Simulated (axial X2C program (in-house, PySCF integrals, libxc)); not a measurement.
# Potential curves of TiO⁻, scalar-relativistic

Calculated with an in-house relativistic program for diatomic molecules. Spin-free means the one-electron spin-free X2C Hamiltonian. Basis: Ti dyall-acv3z [11s11p7d4f2g], O dyall-av3z [7s6p3d2f] (cores contracted in-house); Gaussian nuclei, density fitting, unrestricted open shells. Masses: Ti 47.948 u, O 15.995 u.

State: M_S = 1/2, Λ = 2 (beyond evenly filled blocks: δ+α). Energies in cm⁻¹ from the fragments at the same level (Ti + O-). Fits are polynomials in 1 − R0/R over 0.85 to 1.23 times the lowest point R0.

```tsv
R (Å)	PBE0
1.4181	-42498
1.4833	-48877
1.5322	-51693
1.5811	-53169
1.6300	-53570
1.6870	-52978
1.7441	-51521
1.8174	-48766
1.9071	-44574
2.0375	-37866
```

Occupations by symmetry block were frozen at the best pattern of an incomplete PBE0 search. De is counted from the lowest determinant-based energies of the atoms at the same level, without counterpoise correction. Without a current term, density functionals place determinants with orbital angular momentum somewhat too high. The highest occupied level of some functionals is positive through self-interaction error; at Hartree–Fock it is bound. The determinant is spin-polarised beyond a pure state at some levels (its spin-free form has ⟨S²⟩ too high), which makes Re and μ there less reliable.

(1) Fit the PBE0 curve near its minimum: give the equilibrium distance, the harmonic wavenumber and the well depth.

Answers

(1) At PBE0, spin-free: Re = 1.627 Å, ωe ≈ 1010 cm⁻¹, De = 6.64 eV to Ti + O-; Be follows as 0.531 cm⁻¹.
